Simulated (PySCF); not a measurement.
# Field gradients at the hydrogen positions

Species: C5H15P2 (charge +1).
Structure used (PBE0-D3(BJ)/def2-SVP), in Å, numbered top down from 1:
```
atom  x, y, z in Å
C1     1.210   -1.876   -0.851
P2     0.804   -0.117   -0.829
P3     2.554    0.980   -0.071
C4    -0.689    0.259    0.190
C5    -0.437   -0.241    1.614
C6    -1.879   -0.459   -0.453
C7    -0.884    1.777    0.161
H8     2.028   -2.057   -1.562
H9     0.329   -2.456   -1.162
H10    1.525   -2.193    0.154
H11    0.501    0.253   -2.161
H12    2.184    2.177   -0.752
H13    3.364    0.496   -1.143
H14   -1.301    0.034    2.238
H15   -0.339   -1.336    1.662
H16    0.454    0.217    2.070
H17   -2.053   -0.136   -1.491
H18   -1.774   -1.553   -0.433
H19   -2.785   -0.212    0.122
H20   -0.059    2.315    0.653
H21   -1.803    2.024    0.715
H22   -1.005    2.167   -0.862
```

Level: PBE0/pcSseg-1 (PySCF, non-relativistic); Q(2H) = 0.00286 b; rigid geometry, the same for H and D, with no vibrational averaging.

Q: Tabulate Vzz, the asymmetry η and χzz = 234.96 MHz × Q × Vzz for every hydrogen position.

A: 
| atom | bonded to | bond length (Å) | Vzz (au) | η | χzz (kHz) |
| --- | --- | --- | --- | --- | --- |
| H8 | C1 | 1.100 | 0.2868 | 0.04 | 193 |
| H9 | C1 | 1.099 | 0.2874 | 0.04 | 193 |
| H10 | C1 | 1.100 | 0.2856 | 0.04 | 192 |
| H11 | P2 | 1.415 | 0.1658 | 0.03 | 111 |
| H12 | P3 | 1.427 | 0.1618 | 0.09 | 109 |
| H13 | P3 | 1.428 | 0.1611 | 0.10 | 108 |
| H14 | C5 | 1.101 | 0.2861 | 0.04 | 192 |
| H15 | C5 | 1.100 | 0.2884 | 0.04 | 194 |
| H16 | C5 | 1.101 | 0.2848 | 0.04 | 191 |
| H17 | C6 | 1.101 | 0.2861 | 0.04 | 192 |
| H18 | C6 | 1.100 | 0.2890 | 0.04 | 194 |
| H19 | C6 | 1.101 | 0.2853 | 0.04 | 192 |
| H20 | C7 | 1.101 | 0.2863 | 0.04 | 192 |
| H21 | C7 | 1.101 | 0.2857 | 0.04 | 192 |
| H22 | C7 | 1.101 | 0.2856 | 0.04 | 192 |

Q: Average by the element that carries the hydrogen.

A: on C: 192 kHz over 12 positions, mean bond length 1.100 Å; on P: 109 kHz over 3 positions, mean bond length 1.423 Å.

One conformer (not necessarily the lowest) at the PBE0-D3(BJ)/def2-SVP geometry, without solvent, vibrations or thermal averaging. The basis is small and wasn't made for field gradients, so the couplings can be 20 % off.

These values come from a run that also computed NMR shieldings. On one thread of an Arm Neoverse N1, no GPU, shared host with 64 logical CPUs at a one-minute load of 46, this took 59 s wall and 0.89 GiB of memory at its peak.
